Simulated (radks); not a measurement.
Question: Hf65+, 7 electrons, occupied as [He] 2s2 2p3 (the NIST ground configuration). Calculated with a radial shooting solver on a logarithmic mesh with Libxc functionals: Dirac Kohn-Sham, BLYP, spin-unpolarised, spherical densities, finite nucleus; open shells fill j = l - 1/2 first; Fermi nuclear charge, rms radius 5.347 fm. Some entries of the table are withheld. Estimate them.

orbital,occ.,eigenvalue (hartree),<r> (bohr),<r^2> (bohr^2)
1s1/2,2,-2643.225,0.01895,(1)
2s1/2,2,-629.5354,(2),0.007111
2p1/2,2,-617.9037,0.06378,0.005025
2p3/2,1,-570.5568,0.07095,0.006088
3s1/2,0,-267.4564,0.1851,0.03922
3p1/2,0,-263.2682,0.1723,0.03455
3p3/2,0,-250.1556,0.1832,0.03886

Answer: 
(1) 1s1/2 <r^2> (bohr^2): 0.0004928
(2) 2s1/2 <r> (bohr): 0.07737
